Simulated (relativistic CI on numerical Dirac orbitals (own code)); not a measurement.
Fe5+: M2,3 absorption edge

Computed with this model: Dirac-Coulomb-Breit CI, separate exchange-only KLI orbitals for each configuration, model QED (radiative potential, 1s self-energy scaled to tabulated hydrogen-like ionisation energies), valence Slater integrals scaled by 0.8, multiplet model of core-to-valence dipole absorption; configurations [Ar] 3d3 → [Ne] 3s2 3p5 3d4; 300 K; Lorentzian 1.2 eV and Gaussian 0.3 eV FWHM. Energies are those of the free ion, without screening or charge transfer. The branching ratio is the share of the lower-energy edge in the whole absorption, uncertain by about 0.02 where the edges overlap. S is read from ⟨S²⟩ = S(S + 1).

Field parameters in Wybourne normalisation: D3d B²₀ = −7Dσ, B⁴₀ = −14Dq − 21Dτ, B⁴₃ = −14√(10/7) Dq; D4h B²₀ = −7Ds, B⁴₀ = 21(Dq − Dt), B⁴₄ = 21√(5/14) Dq; Td as Oh with Dq negative (B⁴₀ = 21Dq, B⁴₄ = √(5/14) B⁴₀). The field is a parameter set, without covalency.

free ion: ground-state S = 1.50, centroid 66.95 eV. Peaks (eV, height): 55.0 (6), 56.2 (8), 62.0 (61), 66.8 (100), 73.2 (100).

D3d, 10Dq = 34150, Dσ = -460, Dτ = 320 cm⁻¹: ground-state S = 1.50, centroid 67.83 eV. Peaks (eV, height): 54.5 (13), 58.2 (11), 60.2 (17), 64.8 (100), 69.0 (31), 71.2 (62), 73.8 (30), 78.0 (36).

D4h, 10Dq = 39250, Ds = -590, Dt = -690 cm⁻¹: ground-state S = 1.50, centroid 68.00 eV. Peaks (eV, height): 54.5 (16), 59.0 (11), 61.0 (21), 65.5 (100), 70.5 (37), 72.5 (49), 75.8 (23), 79.5 (28).

Td, 10Dq = -18700 cm⁻¹: ground-state S = 1.48, centroid 67.28 eV. Peaks (eV, height): 55.5 (9), 62.5 (76), 65.5 (44), 66.5 (45), 68.5 (86), 74.0 (100).

D4h, 10Dq = 26900, Ds = 720, Dt = -220 cm⁻¹: ground-state S = 1.50, centroid 67.68 eV. Peaks (eV, height): 54.8 (10), 55.8 (10), 57.5 (12), 59.2 (14), 63.8 (100), 67.5 (29), 70.0 (67), 72.2 (41), 77.0 (51).

Td, 10Dq = -6450 cm⁻¹: ground-state S = 1.50, centroid 67.09 eV. Peaks (eV, height): 55.2 (7), 62.2 (65), 67.2 (100), 73.5 (99).

Strongest unbroadened transitions for free ion:

```tsv
Energy (eV)	Relative strength
54.80	5.6
56.25	4.3
60.80	4.7
60.88	4.2
61.08	48.6
62.10	65.3
62.14	10.0
65.27	6.4
66.48	44.6
66.63	72.4
66.71	13.5
66.77	29.9
66.96	3.8
72.59	4.6
73.19	100.0
73.23	14.4
73.30	36.7
73.35	4.4
```
